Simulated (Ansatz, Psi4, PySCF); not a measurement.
Species: methylhydroxycarbene, C2H4O, charge 0, multiplicity 1. SMILES: O[C]C
Geometry: optimised at B3LYP-D3(BJ)/def2-TZVP (Ansatz, a first-principles code).

Property: vertical triplet-singlet gap, E(triplet) - E(singlet), in eV. Terms: open shells spin-unrestricted; no spin-orbit coupling; each state is the SCF solution reached for its charge and spin; 6-311+G** with 5d; six Cartesian d functions in 6-31G* and its kin unless marked 5d; no dispersion term unless named; non-relativistic; valence correlation only. Ab initio and DFT rows: single points at B3LYP-D3(BJ) geometries (Ansatz). The Hartree-Fock reference of C[C]O is unstable towards a lower, spin-broken solution. Levels can end on unlike triplets.

```csv
level,program,"vertical triplet-singlet gap, E(triplet) - E(singlet) (eV)"
HF/6-31G*,Ansatz,0.91
HF/6-311+G**,Ansatz,0.92
PBE/6-31G*,Ansatz,1.84
PBE/6-311+G**,Ansatz,1.82
B3LYP/STO-3G,Ansatz,1.85
B3LYP/3-21G,Ansatz,1.80
B3LYP/6-31G*,Ansatz,1.85
B3LYP/6-311+G**,Ansatz,1.84
M06-2X/6-31G* (5d),PySCF,1.76
wB97X-D/6-31G*,Psi4,1.78
MP2/6-31G*,Ansatz,1.76
MP2/6-311+G**,Ansatz,1.77
wB97M-V/def2-TZVPD,Ansatz,2.01
```

No value to compare with is used here. The 12 habitual levels span 0.91 (HF/6-31G*) to 1.85 eV (B3LYP/STO-3G); wB97M-V/def2-TZVPD gives 2.01.

The levels are drawn from those run, B3LYP/6-31G* more often than the rest, none by its result; left out are runs that failed, that the program found above a lower state of the same kind, or whose <S^2> lies over 0.5 above the pure value.
